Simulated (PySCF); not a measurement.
CH₃Li, SMILES [Li][CH3] (connectivity only; charge and spin as stated), charge +1, multiplicity 2.

The structure is a stationary point at ωB97X-D3(BJ)/def2-TZVPD. The spin state was assumed, not searched. The isomer is the one that the SMILES or the coordinates give; other isomers of the formula were not compared.

All values below come from ωB97X-D3(BJ)/def2-TZVPD (PySCF).

Harmonic, unscaled wavenumbers; measured fundamentals usually lie a few per cent lower.

Modes within 1.5 cm⁻¹ of each other (mostly degenerate sets) share a row, with their intensities summed.

Computed vibrational spectrum:
```tsv
mode	ν (cm⁻¹)	IR (km/mol)	moving atoms (share of kinetic energy)
1–2	232	26.9	H 92 %
3	310	89.4	Li 68 %, C 24 %
4	916	58.5	H 79 %, C 21 %
5–6	1405	13.8	H 91 %, C 9 %
7	3081	7.6	H 100 %
8–9	3254	5.5	H 89 %, C 11 %
```
